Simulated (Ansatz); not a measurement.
Ansatz (an electronic-structure program) input (RI-MP2/aug-cc-pVQZ):
A basis named .json is the Basis Set Exchange file of that set.

Ansatz 0.2 input:
```yaml
crystal:
  periodic: [false, false, false]
  atoms:
    - {symbol: Ga, position_ang: [-0.00080611, -0.28750897, 0.00089471]}
    - {symbol: O, position_ang: [-0.00546492, -1.94912209, 0.00606552]}
    - {symbol: O, position_ang: [0.68809235, 1.52959427, -0.03631499]}
    - {symbol: O, position_ang: [-0.67950373, 1.53362507, 0.02678248]}
basis:
  gaussian:
    orbitals: aug-cc-pVQZ
    fitting: {mean_field: def2-universal-jkfit, correlation: aug-cc-pVQZ-RIFIT.json}
total_charge: 1
magnetization: {spin_polarized: true, initial_magnetization: 2}
correlation: {method: mp2, electrons: outside_noble_gas}
```

End of the output:

```
integrals: 0.57 GiB planned
497 factors; integrals over basis functions are off by at most 1.2e0 eV
mean field: 1.21 GiB planned
mean field evaluation 1: about -58422.0375 eV, gradient 5.2e1 eV
mean field evaluation 2: about -58357.6202 eV, gradient 1.2e2 eV
mean field evaluation 4: about -58432.6594 eV, gradient 7.2e0 eV
mean field evaluation 8: about -58433.0018 eV, gradient 2.4e0 eV
mean field evaluation 16: about -58436.4976 eV, gradient 6.3e-1 eV
mean field evaluation 32: about -58436.4308 eV, gradient 1.0e0 eV
mean field evaluation 64: about -58434.8465 eV, gradient 1.2e1 eV
mean field evaluation 96: about -58434.4444 eV, gradient 2.4e0 eV
mean field evaluation 128: about -58422.0332 eV, gradient 5.2e1 eV
mean field -58436.50155009 eV, -2147.5018222823 hartree, gradient 3.0e-6 eV, S^2 2.056807; 16 other end points of the search recorded, 0 dependent functions left out
17 core orbitals not correlated, not the lowest: weight in the atoms' cores, before any rotation towards them, 0.675 or more for the frozen orbitals, at most 0.282 for the correlated occupied ones
766 factors; their error is unknown
reference -58436.50155009 eV, -2147.5018222823 hartree; 11, 9 occupied and 305, 307 virtual orbitals, 766 factors
second order -20.75846902 eV of doubles, -0.00000000 eV of singles
Total energy: -58457.26001911 eV, -2148.2646819481 hartree
```

This state (charge 1, triplet) is run at the relaxed geometry of the species with charge 0 and multiplicity 2.
